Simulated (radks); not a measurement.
Results of a calculation; reference values are marked as such.
Neutral technetium, configuration [Kr] 4d5 5s2.

Code: a radial shooting solver on a logarithmic mesh with Libxc functionals. Model: Dirac Kohn-Sham, BLYP, spin-unpolarised, spherical densities, point nucleus; open shells are shared between the two j in proportion to 2j + 1.

Energy parts (eV):
| part | energy |
|---|---|
| total | -116650.279 |
| kinetic | 121179.460 |
| electron-nucleus | -281867.583 |
| Hartree | 47548.272 |
| exchange-correlation | -3510.429 |

Orbitals (lengths in bohr, moments of r in powers of bohr; <r^-3> diverges for s and p1/2; r(max) is where P^2 peaks):
| orbital | occ. | eigenvalue (eV) | <r^-3> | <r^2> | <r> | r(max) |
|---|---|---|---|---|---|---|
| 1s1/2 | 2 | -20862.03 | - | 0.001586 | 0.03428 | 0.02228 |
| 2s1/2 | 2 | -2975.690 | - | 0.02632 | 0.1493 | 0.1263 |
| 2p1/2 | 2 | -2744.248 | - | 0.01983 | 0.1271 | 0.09812 |
| 2p3/2 | 4 | -2625.924 | 2595 | 0.02118 | 0.1318 | 0.1020 |
| 3s1/2 | 2 | -517.9530 | - | 0.1977 | 0.4153 | 0.3725 |
| 3p1/2 | 2 | -429.0322 | - | 0.1950 | 0.4091 | 0.3594 |
| 3p3/2 | 4 | -409.2482 | 439.9 | 0.2050 | 0.4198 | 0.3689 |
| 3d3/2 | 4 | -251.8596 | 64.98 | 0.1893 | 0.3971 | 0.3097 |
| 3d5/2 | 6 | -248.0563 | 61.80 | 0.1925 | 0.4006 | 0.3124 |
| 4s1/2 | 2 | -73.1700 | - | 1.266 | 1.057 | 0.9484 |
| 4p1/2 | 2 | -47.1613 | - | 1.520 | 1.151 | 1.005 |
| 4p3/2 | 4 | -44.1913 | 66.08 | 1.603 | 1.182 | 1.030 |
| 4d3/2 | 2 | -6.6612 | 5.053 | 3.625 | 1.714 | 1.264 |
| 4d5/2 | 3 | -6.3750 | 4.745 | 3.730 | 1.738 | 1.276 |
| 5s1/2 | 2 | -4.9559 | - | 12.59 | 3.307 | 2.727 |

The highest occupied level is 5s1/2 at -4.956 eV. The density falls to 0.001 e/bohr^3 at r = 4.76 bohr. Summed over all electrons, <r^2> = 59.31 bohr^2, which gives a Langevin (diamagnetic) susceptibility term of -47 x 10^-6 cm^3/mol. For comparison, the ionisation energy in NIST's Atomic Spectra Database is 7.119 eV (measured). In exact Kohn-Sham theory the highest level is minus the ionisation energy, but local and semilocal functionals leave it too shallow, through self-interaction and a potential that decays too fast; potentials with the right tail come closer.

Beside tabulated values, note that spin-unpolarised runs miss the spin-polarisation part of the exchange energy of open shells.
